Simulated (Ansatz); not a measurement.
Cost and result for the atomization energy of CH$_{8}$O$_{4}$Si$_{2}$ (`C[SiH](O)[Si](O)(O)O`) (15 atoms, 14 bonds).

Cartesian coordinates in Å:
```
C 0.5192 -1.6196 -1.5796
Si -0.7113 -0.7673 -0.4732
O -1.2426 -1.8457 0.6655
Si 0.1705 1.0766 0.6851
O -0.5910 0.9318 2.1368
O 1.7881 1.0562 0.9649
O -0.0794 2.5290 -0.0542
H 1.4091 -1.9125 -1.0190
H 0.0775 -2.5166 -2.0209
H 0.8256 -0.9574 -2.3939
H -1.8575 -0.2975 -1.3150
H -1.4096 -1.4621 1.5296
H -0.2625 1.4561 2.8713
H 2.3184 1.6304 0.4096
H -0.9543 2.6984 -0.4069
```

The species carries charge 0 and has multiplicity 1. Geometry: relaxed with PBE0-D4/def2-TZVP. It is one conformer, not always the lowest. Program: Ansatz. All runs use 2 threads of an AMD EPYC 7R13 on a shared host and a share of an NVIDIA H100 80 GB. Times are those of one run each, without the atoms' runs, and a repeat can differ threefold. Electronic energies, without spin–orbit coupling; frozen cores. CCSD(T)/CBS adds CCSD(T) − MP2 in def2-TZVPP to the MP2 limit, and its time is that of the two runs behind it. T1 = 0.012. B3LYP takes the VWN-RPA correlation (the form of Gaussian; ORCA's B3LYP/G).

CCSD(T)/CBS is a level of theory with its own doubt, some kJ/mol a heavy atom from the limit and from the frozen cores, so smaller differences don't rank the functionals.

```csv
level,functions,wall time,atomization (kJ/mol),difference from CCSD(T)/CBS,per bond
PBE-D4/def2-TZVPP (with forces),351,7.5 s,5930.4,31.1,2.2
B2PLYP/def2-TZVPP,351,8.5 s,5792.0,-107.3,-7.7
B3LYP-D4/def2-TZVPP (with forces),351,9.5 s,5837.8,-61.5,-4.4
ωB97M-V/def2-TZVPP (with forces),351,11 s,5881.7,-17.6,-1.3
PBE0-D4/def2-TZVPP,351,11 s,5809.8,-89.5,-6.4
r2SCAN-D4/def2-TZVPP (with forces),351,11 s,5875.1,-24.2,-1.7
ωB97X-V/def2-TZVPP,351,11 s,5879.6,-19.7,-1.4
MP2/def2-QZVPP,665,13 s,5961.7,62.4,4.5
CCSD(T)/def2-TZVPP,351,15 s,5718.1,-181.2,-12.9
CCSD(T)/CBS(def2),–,27 s,5899.3,0.0,0.0
```

From PBE to PBE0 (25 % exact exchange), in def2-TZVPP and without D4, the atomization energy moves by −115.5 kJ/mol: exact exchange takes away binding that semilocal exchange gives to molecules. In def2-TZVPP, CCSD(T) changes the Hartree–Fock value by +1520.9 kJ/mol (the triples alone add +86.2 kJ/mol) and MP2 by +1655.9 kJ/mol; breaking electron pairs costs correlation energy, which Hartree–Fock lacks. The D4 term adds +57.9 kJ/mol with B3LYP and +31.0 kJ/mol with PBE0; it sums over pairs of atoms, weighted by their polarisabilities, and B3LYP, whose exchange is more repulsive, gets the larger term.
